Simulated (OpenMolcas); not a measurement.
A calculation on Ta+.

```yaml
Program: OpenMolcas 26.06
Method: CASSCF
Basis: ANO-RCC-VTZP [8s7p5d3f2g1h]
Scalar_Hamiltonian: DKH2, point nucleus
Active_space: 4 electrons in 11 orbitals (5d 6s 6d)
State_averaging: 2S+1 = 5 even, 15 roots; 2S+1 = 3 even, 45 roots kept (CI in the orbitals of an earlier block); 2S+1 = 1 even, 14 roots kept (CI in the orbitals of an earlier block)
Spin-orbit_coupling: RASSI with atomic mean-field integrals over the reference wave functions, term energies averaged over their components
```

Which level of the active space comes out lowest?

5d3 6s 5F1, with 96 % of that term; it is also the measured ground level.

How high does 5d3 6s 5F5 lie?

6719 cm-1 above the lowest level; measured 6187 cm-1 above the ground level, so the calculation is off by +9 %.

How high does 5d2 6s2 3F2 [68 %] lie?

8535 cm-1 above the lowest level; measured 3180 cm-1 above the ground level, so the calculation is off by +168 %.

How high does 5d3 6s 5P1 lie?

12422 cm-1 above the lowest level.

The level at 12647 cm-1 has J = 2. What is it made of, and what is its g factor?

33 % 5d3 6s 3F2, 32 % 5d3 6s 1D, 27 % 5d3 6s 5P; g = 1.110, against 0.666 from Landé's formula for the pure leading term.

Measured values: NIST Handbook of Basic Atomic Spectroscopic Data.

Without dynamic correlation excited terms often stand tens of per cent too high (terms of higher spin than the ground term too low), and those without a measured partner can miss by more than the paired ones. Terms from blocks run as CI alone lack orbitals of their own. Active for correlation alone: 6d; no level in the range computed is led by a configuration that fills it, so any true level of that kind is missing. Measured partners are found by configuration, term and J. A level has none where our copy of the source lacks it or the pairing is in doubt (some pairs that miss far off the trend of their configuration count as doubtful), and it then counts in no deviation. Levels of configurations outside the active space are missing.

A share in square brackets marks a mixed level and gives the weight of the term that names it.
